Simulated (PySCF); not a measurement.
**Two-component Hartree-Fock for Te³⁺ (tellurium, charge +3)**

Start: [Kr] 4d10 5s1 5p1 6s1; 5s1/2 filled at m_j = +1/2; 5p3/2 filled at m_j = +3/2; 6s1/2 filled at m_j = +1/2. Calculated with PySCF 2.14 in x2c-SVPall-2c with one added diffuse shell each of s, p type (7s9p4d, 54 functions): generalised Hartree-Fock with the X2C-1e Hamiltonian and a Gaussian nucleus; one run each with spin-orbit coupling (SO) switched off, then screened by Boettger's factors. This is a chosen level, not necessarily the ground level.

```tsv
spinor shell	electrons	ε, spin-free (eV)	ε, screened SO (eV)	weight of nominal j (screened SO)	rms radius, screened SO (bohr)
1s1/2	2	-32008.4	-32005.2	1.000	0.0319
2s1/2	2	-5038.8	-5038.0	1.000	0.130
2p1/2	2	-4521.7	-4712.7	1.000	0.112
3s1/2	2	-1076.0	-1075.8	1.000	0.343
3p1/2	2	-903.58	-940.24	1.000	0.335
3p3/2	4	-903.58	-886.94	1.000	0.347
3d3/2	4	-643.26	-649.67	1.000	0.320
3d5/2	6	-643.26	-638.87	1.000	0.323
4s1/2	2	-231.34	-231.38	1.000	0.816
4p1/2	2	-175.34	-182.29	0.999	0.859
4p3/2	4	-175.34	-172.28	1.000	0.883
4d3/2	4	-90.639	-91.611	0.943	1.04
4d5/2	6	-90.639	-90.089	0.962	1.04
5s1/2	1	-53.205	-53.231	1.000	2.02
5p3/2	1	-40.884	-40.467	1.000	2.33
6s1/2	1	-20.870	-20.890	0.996	4.26
```

Question: Where does 2p3/2 lie, and what is the 2p spin-orbit splitting (screened SO)?

Answer: At -4435.2 eV, 277.50 eV above 2p1/2.

```tsv
quantity	spin-free	screened SO
E (hartree)	-6786.41987	-6788.24802
M_J	5/2	5/2
⟨J²⟩	8.795	8.777
⟨L²⟩	2.044	2.045
⟨S²⟩	3.751	3.768
```

Each row is a mean over spinors that exchange with the open shell spreads, by up to 1.127 eV (4s1/2).

Breit and QED terms are absent; they matter most for the inner s and p1/2 levels.

Densities and radii are taken from the X2C orbitals without a picture-change correction, which distorts them close to the nucleus.

Without spin-orbit coupling the j labels of p, d and f shells carry no meaning; the spin-free column gives the mean over the occupied spinors of each nl shell.
